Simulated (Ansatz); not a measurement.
`C[Si](C)(Cl)CCC(F)(F)C(F)(F)C(F)(F)C(F)(F)C(F)(F)C(F)(F)F`, 35 atoms. Hardware: 2 threads of AMD EPYC 7R13 on a shared host and a share (18 GiB) of an NVIDIA H100 80GB HBM3.

Correlated methods freeze 33 core orbitals. Single mean-field runs in def2-SVP, def2-TZVP are fitted with def2-universal-jkfit.

**Question.** How many basis functions does each of these Ansatz runs have, and roughly what does it cost? PBE0-D4/def2-TZVP, charge 1 doublet at the geometry of the charge 0 singlet, energy; PBE0-D4/def2-SVP, charge 0 singlet, energy, from earlier orbitals; RPA@PBE/def2-SVP, charge 0 singlet, energy, from earlier orbitals; BHLYP-D4/def2-TZVP, charge 0 singlet, energy, from earlier orbitals; LDA (SPW92)/def2-TZVP, charge 1 doublet at the geometry of the charge 0 singlet, energy, from earlier orbitals; PBE-D4/def2-SVP, charge 0 singlet, energy, from earlier orbitals; PBE-D4/def2-TZVP, charge 1 doublet at the geometry of the charge 0 singlet, energy, from earlier orbitals; PBE0-D4/def2-TZVP, charge -1 doublet at the geometry of the charge 0 singlet, energy; B3LYP-D4/def2-TZVP, charge 0 singlet, energy, from earlier orbitals; PBE-D4/def2-TZVP, charge -1 doublet at the geometry of the charge 0 singlet, energy, from earlier orbitals; PBE0-D4/def2-TZVP, charge 0 triplet at the geometry of the charge 0 singlet, energy; r2SCAN-D4/def2-TZVP, charge 0 singlet, energy and forces, from earlier orbitals.

**Answer.** Other jobs shared the machine, so times can vary by a factor of up to 3. A dash marks memory too small to be measured apart from the calling script's.

```
                                                                                                           run  functions  fitting or Cholesky vectors  wall time  peak host memory (GiB)
                                              PBE-D4/def2-SVP, charge 0 singlet, energy, from earlier orbitals        408                         2187       18 s                       –
                               r2SCAN-D4/def2-TZVP, charge 0 singlet, energy and forces, from earlier orbitals        847                         2187       19 s                       –
                                             PBE0-D4/def2-SVP, charge 0 singlet, energy, from earlier orbitals        408                         2187       20 s                       –
                                           B3LYP-D4/def2-TZVP, charge 0 singlet, energy, from earlier orbitals        847                         2187       21 s                       –
LDA (SPW92)/def2-TZVP, charge 1 doublet at the geometry of the charge 0 singlet, energy, from earlier orbitals        847                         2187       22 s                     1.4
                                           BHLYP-D4/def2-TZVP, charge 0 singlet, energy, from earlier orbitals        847                         2187       23 s                       –
                                             RPA@PBE/def2-SVP, charge 0 singlet, energy, from earlier orbitals        408                         3987       23 s                       2
     PBE-D4/def2-TZVP, charge 1 doublet at the geometry of the charge 0 singlet, energy, from earlier orbitals        847                         2187       27 s                     1.5
                           PBE0-D4/def2-TZVP, charge 0 triplet at the geometry of the charge 0 singlet, energy        847                         2187       31 s                     1.6
                           PBE0-D4/def2-TZVP, charge 1 doublet at the geometry of the charge 0 singlet, energy        847                         2187       33 s                     1.5
    PBE-D4/def2-TZVP, charge -1 doublet at the geometry of the charge 0 singlet, energy, from earlier orbitals        847                         2187       37 s                     1.5
                          PBE0-D4/def2-TZVP, charge -1 doublet at the geometry of the charge 0 singlet, energy        847                         2187       40 s                     1.5
```
